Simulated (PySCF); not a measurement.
# Assignment exercise: C8H16SSi

Molfile (atoms numbered from 1):
```
C8H16SSi
     RDKit          3D

 26 27  0  0  0  0  0  0  0  0999 V2000
    2.9462    0.6624   -0.1025 Si  0  0  0  0  0  4  0  0  0  0  0  0
    1.3613    1.3404   -1.3708 S   0  0  0  0  0  0  0  0  0  0  0  0
   -0.1522    0.8669   -0.4187 C   0  0  2  0  0  0  0  0  0  0  0  0
   -0.2157   -0.6271   -0.0712 C   0  0  0  0  0  0  0  0  0  0  0  0
   -1.6987   -0.9672   -0.1881 C   0  0  0  0  0  0  0  0  0  0  0  0
   -2.1127   -0.2185   -1.4533 C   0  0  0  0  0  0  0  0  0  0  0  0
   -1.3924    1.1316   -1.3497 C   0  0  1  0  0  0  0  0  0  0  0  0
   -2.1875    2.2514   -0.6582 C   0  0  0  0  0  0  0  0  0  0  0  0
   -1.1677    2.9662    0.2209 C   0  0  0  0  0  0  0  0  0  0  0  0
   -0.3617    1.8047    0.7828 C   0  0  0  0  0  0  0  0  0  0  0  0
    2.9858   -0.8264    0.0275 H   0  0  0  0  0  0  0  0  0  0  0  0
    4.1979    1.1322   -0.7638 H   0  0  0  0  0  0  0  0  0  0  0  0
    2.8570    1.2445    1.2725 H   0  0  0  0  0  0  0  0  0  0  0  0
    0.2172   -0.8467    0.9177 H   0  0  0  0  0  0  0  0  0  0  0  0
    0.3514   -1.2044   -0.8185 H   0  0  0  0  0  0  0  0  0  0  0  0
   -1.8903   -2.0500   -0.2346 H   0  0  0  0  0  0  0  0  0  0  0  0
   -2.2520   -0.5808    0.6854 H   0  0  0  0  0  0  0  0  0  0  0  0
   -1.7524   -0.7713   -2.3361 H   0  0  0  0  0  0  0  0  0  0  0  0
   -3.2025   -0.1054   -1.5636 H   0  0  0  0  0  0  0  0  0  0  0  0
   -1.0578    1.4757   -2.3400 H   0  0  0  0  0  0  0  0  0  0  0  0
   -2.9741    1.8110   -0.0203 H   0  0  0  0  0  0  0  0  0  0  0  0
   -2.6929    2.9115   -1.3791 H   0  0  0  0  0  0  0  0  0  0  0  0
   -0.5117    3.6042   -0.3947 H   0  0  0  0  0  0  0  0  0  0  0  0
   -1.6209    3.6021    0.9965 H   0  0  0  0  0  0  0  0  0  0  0  0
   -0.9646    1.2751    1.5421 H   0  0  0  0  0  0  0  0  0  0  0  0
    0.5812    2.0990    1.2656 H   0  0  0  0  0  0  0  0  0  0  0  0
  1  2  1  0
  3  2  1  6
  3  4  1  0
  4  5  1  0
  5  6  1  0
  6  7  1  0
  7  8  1  0
  8  9  1  0
  9 10  1  0
  7  3  1  0
 10  3  1  0
  1 11  1  0
  1 12  1  0
  1 13  1  0
  4 14  1  0
  4 15  1  0
  5 16  1  0
  5 17  1  0
  6 18  1  0
  6 19  1  0
  7 20  1  6
  8 21  1  0
  8 22  1  0
  9 23  1  0
  9 24  1  0
 10 25  1  0
 10 26  1  0
M  END
```

[PySCF: shielding tensors at PBE0/pcSseg-1 (GIAO); geometry: PBE0-D3(BJ)/def2-SVP; fast rotation and ring inversion assumed for equivalent nuclei; no solvent model; single conformer; no relativistic terms]

Referencing at the same level of theory: 13C and 1H against TMS.

**Question.** Assign these signals to the numbered atoms. 13C{1H} NMR (computed): δ 63.4 (C), 57.6 (CH), 44.7 (CH2), 36.2 (CH2), 28.1 (CH2).

**Answer.** 
63.4 → C3, fully substituted sp3 carbon bonded to S
57.6 → C7, sp3 CH in a ring
44.7 → C4/C10, sp3 CH2 in a ring: saturated and bonded to C and H only
36.2 → C6/C8, sp3 CH2 in a ring
28.1 → C5/C9, sp3 CH2 in a ring

**Question.** Assign these signals to the numbered atoms. 1H NMR (400 MHz, computed): δ 4.57 (s, 3H), 2.18 (m, 1H), 1.90 (m, 2H), 1.88 (m, 2H), 1.69 (m, 2H), 1.50 (m, 2H), 1.46 (m, 2H), 1.10 (m, 2H).

**Answer.** 
| δ (ppm) | atoms | environment | reason |
| --- | --- | --- | --- |
| 4.57 | H11/H12/H13 | hydrogen on a silicon bonded to S | – |
| 2.18 | H20 | hydrogen on an sp3 CH in a ring | – |
| 1.90 | H15/H26 | hydrogen on an sp3 CH2 in a ring | – |
| 1.88 | H18/H22 | hydrogen on an sp3 CH2 in a ring | far from electronegative atoms and π systems |
| 1.69 | H16/H23 | hydrogen on an sp3 CH2 in a ring | – |
| 1.50 | H14/H25 | hydrogen on an sp3 CH2 in a ring | – |
| 1.46 | H17/H24 | hydrogen on an sp3 CH2 in a ring | far from electronegative atoms and π systems |
| 1.10 | H19/H21 | hydrogen on an sp3 CH2 in a ring | – |

H15/H26 and H18/H22; H14/H25 and H17/H24 lie closer than the usual error of such a calculation, so a measured spectrum could show them in the other order.

Shifts are as computed. Against solution values, carbons near 30 ppm lie about +2 ppm off and those near 130 ppm about +5 ppm. Of 1211 compounds with measured shifts, 218 miss one by over three times the rms of a fit or turn the order of signals round; such compounds aren't used in these exercises. No couplings were computed; multiplicities are counted from neighbouring protons, with m where these are inequivalent, close in shift, in a saturated or five-membered ring or joined by F or P, and br s for small geminal =CH2 splittings.
